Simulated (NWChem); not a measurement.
# CH5FOSi2; SMILES O=C[Si@H](F)[SiH3]

```xyz
10

O      1.1679     2.1530    -0.0453
C      0.0916     1.7385     0.3518
Si    -0.5698     0.0747    -0.3890
F     -2.0437    -0.2926     0.2551
Si     0.9826    -1.6236     0.1061
H     -0.4994     2.3029     1.1435
H     -0.7374     0.2885    -1.8680
H      0.5471    -2.9300    -0.4979
H      1.0947    -1.7781     1.5978
H      2.3165    -1.2204    -0.4582
```
Atoms are numbered in this order, from 1.

All runs: NWChem. Pople sets run with spherical d functions. Structure relaxed at the PBE-D3(BJ)/def2-SVP level. Ions are spin-unrestricted doublets at the neutral geometry; other ion states weren't tried.

```tsv
level	vertical ionisation energy, ΔSCF (eV)	−ε(HOMO) (eV)	ΔSCF minus −ε(HOMO) (eV)
B3LYP/6-31+G*	9.56	7.21	2.35
PBE/6-31+G*	9.22	5.98	3.24
r2SCAN/6-31+G*	9.36	6.25	3.11
PBE0/6-31+G*	9.55	7.42	2.13
CAM-B3LYP/6-31+G*	9.73	8.81	0.92
```
